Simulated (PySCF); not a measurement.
selenium dioxide (O2Se), SMILES O=[Se]=O.

Geometry optimised at PBE0-D3(BJ)/def2-TZVP.

Two levels are set side by side: PBE/def2-TZVPD (PySCF) and M06-2X/def2-TZVPD (PySCF). Same geometry, gas phase. Differences are taken from unrounded values.

```tsv
quantity	PBE
orbital gap (eV)	2.78
highest occupied level (eV)	-7.73
lowest empty level (eV)	-4.95
dipole moment (D)	2.57
mean polarisability (bohr³)	32.9
```

Problem. These are the PBE values. What does M06-2X give? (Estimate from the structure and the level; the computed values follow.)

Solution. 
| quantity | M06-2X | PBE minus M06-2X |
|---|---|---|
| orbital gap (eV) | 7.52 | -4.74 |
| highest occupied level (eV) | -10.80 | 3.07 |
| lowest empty level (eV) | -3.28 | -1.67 |
| dipole moment (D) | 2.95 | -0.38 |
| mean polarisability (bohr³) | 31.5 | 1.4 |

Without exact exchange PBE keeps part of each electron's self-repulsion, which lifts occupied levels and narrows the gap. PBE's more diffuse valence density responds more strongly to a field. Differences between two approximate levels are no errors against the true value.

Rough cost on one machine, each run with all the roots and properties that it gave: M06-2X against PBE about 3 times.
